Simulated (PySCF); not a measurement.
**Two-component Hartree-Fock for V (vanadium, neutral)**

Start: [Ar] 3d3 4s2; 3d5/2 filled at m_j = +1/2, +3/2, +5/2. Calculated with PySCF 2.14 in x2c-TZVPall-2c with one added diffuse shell each of s, p, d type (7s8p5d1f, 63 functions): generalised Hartree-Fock with the X2C-1e Hamiltonian and a Gaussian nucleus; one run each with spin-orbit coupling (SO) switched off, then screened by Boettger's factors. This is a chosen level, not necessarily the ground level.

```
spinor shell  electrons  ε, spin-free (eV)  ε, screened SO (eV)  weight of nominal j (screened SO)  rms radius, screened SO (bohr)
       1s1/2          2            -5520.3              -5520.3                              1.000                          0.0768
       2s1/2          2            -657.32              -657.33                              1.000                           0.332
       2p1/2          2            -545.85              -550.62                              0.993                           0.301
       3s1/2          2            -87.766              -87.775                              1.000                            1.02
       3p3/2          4            -55.091              -55.621                              0.835                            1.11
       3p1/2          2            -55.091              -54.066                              0.670                            1.11
       3d5/2          3            -13.644              -13.635                              0.792                            1.51
       4s1/2          2             -6.358               -6.359                              1.000                            3.88
```

**Question.** Where does 2p3/2 lie, and what is the 2p spin-orbit splitting (screened SO)?

**Answer.** At -543.53 eV, 7.087 eV above 2p1/2.

| quantity | spin-free | screened SO |
| --- | --- | --- |
| E (hartree) | -948.12348 | -948.13100 |
| M_J | 9/2 | 9/2 |
| ⟨J²⟩ | 24.768 | 24.768 |
| ⟨L²⟩ | 12.007 | 12.011 |
| ⟨S²⟩ | 3.761 | 3.760 |

Each row is a mean over spinors that exchange with the open shell spreads, by up to 9.833 eV (3p3/2).

Rows whose weight is well below 1 are mixtures of j = l ± 1/2: exchange outweighs spin-orbit coupling there, and the label is only the starting occupation.

Without spin-orbit coupling the j labels of p, d and f shells carry no meaning; the spin-free column gives the mean over the occupied spinors of each nl shell.
